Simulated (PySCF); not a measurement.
Spin-rotation constants: `InChI=1S/C4H8O4S/c1-2-8-9(6,7)4-3-5/h3H,2,4H2,1H3`

Molfile (atoms numbered from 1):
```
C4H8O4S
     RDKit          3D

 17 16  0  0  0  0  0  0  0  0999 V2000
   -2.5339    0.1603   -0.0749 C   0  0  0  0  0  0  0  0  0  0  0  0
   -1.4297   -0.5885    0.6518 C   0  0  0  0  0  0  0  0  0  0  0  0
   -0.1942    0.1251    0.6100 O   0  0  0  0  0  0  0  0  0  0  0  0
    0.5298    0.1934   -0.8250 S   0  0  0  0  0  6  0  0  0  0  0  0
    0.3502   -1.0572   -1.4923 O   0  0  0  0  0  0  0  0  0  0  0  0
    0.1764    1.3852   -1.5168 O   0  0  0  0  0  0  0  0  0  0  0  0
    2.2433    0.3129   -0.2159 C   0  0  0  0  0  0  0  0  0  0  0  0
    2.2960    1.5577    0.6029 C   0  0  0  0  0  0  0  0  0  0  0  0
    2.8274    2.5752    0.2674 O   0  0  0  0  0  0  0  0  0  0  0  0
   -2.6695    1.1473    0.3605 H   0  0  0  0  0  0  0  0  0  0  0  0
   -2.2638    0.2784   -1.1213 H   0  0  0  0  0  0  0  0  0  0  0  0
   -3.4650   -0.3957   -0.0023 H   0  0  0  0  0  0  0  0  0  0  0  0
   -1.2676   -1.5699    0.1936 H   0  0  0  0  0  0  0  0  0  0  0  0
   -1.6536   -0.7058    1.7153 H   0  0  0  0  0  0  0  0  0  0  0  0
    2.8904    0.3648   -1.0874 H   0  0  0  0  0  0  0  0  0  0  0  0
    2.3998   -0.5906    0.3618 H   0  0  0  0  0  0  0  0  0  0  0  0
    1.7571    1.4689    1.5628 H   0  0  0  0  0  0  0  0  0  0  0  0
  1  2  1  0
  2  3  1  0
  3  4  1  0
  4  5  2  0
  4  6  2  0
  4  7  1  0
  7  8  1  0
  8  9  2  0
  1 10  1  0
  1 11  1  0
  1 12  1  0
  2 13  1  0
  2 14  1  0
  7 15  1  0
  7 16  1  0
  8 17  1  0
M  END
```

Computed with GIAO HF/pcSseg-1 magnetisability, rotational g tensor and spin-rotation constants, non-relativistic, gas phase (PySCF). Geometry: GFN2-xTB.

(1) Give the nuclear spin-rotation constants along the inertial axes (H = +C I·J) beside the isotropic shieldings.

## Answers

(1) Rotational constants 2.5765, 0.9575, 0.8832 GHz. A star marks the isotopologue with that one atom substituted, in its own axes.
| atom | isotope | Caa (kHz) | Cbb (kHz) | Ccc (kHz) | mean (kHz) | σ (ppm) |
| --- | --- | --- | --- | --- | --- | --- |
| H10 | 1H | -0.250 | -0.019 | -0.071 | -0.113 | 30.3 |
| H11 | 1H | -0.238 | -0.036 | -0.055 | -0.110 | 30.1 |
| H12 | 1H | 0.052 | -0.117 | -0.099 | -0.054 | 31.1 |
| H13 | 1H | -0.193 | 0.002 | -0.067 | -0.086 | 27.4 |
| H14 | 1H | -0.264 | -0.003 | -0.050 | -0.106 | 28.0 |
| H15 | 1H | -0.164 | -0.003 | -0.104 | -0.090 | 28.4 |
| H16 | 1H | -0.281 | -0.122 | 0.044 | -0.120 | 28.5 |
| H17 | 1H | -0.143 | 0.046 | -0.057 | -0.051 | 22.7 |
| C1 | 13C* | 0.314 | 0.142 | 0.111 | 0.189 | 174.2 |
| C2 | 13C* | 0.371 | 0.223 | 0.175 | 0.256 | 133.6 |
| O3 | 17O* | -0.684 | -0.112 | -0.144 | -0.313 | 174.2 |
| S4 | 33S* | 1.116 | 0.366 | 0.308 | 0.597 | 214.8 |
| O5 | 17O* | -0.530 | -0.220 | -0.143 | -0.298 | 153.2 |
| C7 | 13C* | 0.493 | 0.191 | 0.178 | 0.287 | 130.4 |
| C8 | 13C* | 0.853 | 0.538 | 0.253 | 0.548 | 0.5 |
| O9 | 17O* | -1.922 | -0.722 | -0.447 | -1.030 | -424.7 |

For the geometry as given, no vibrational averaging.
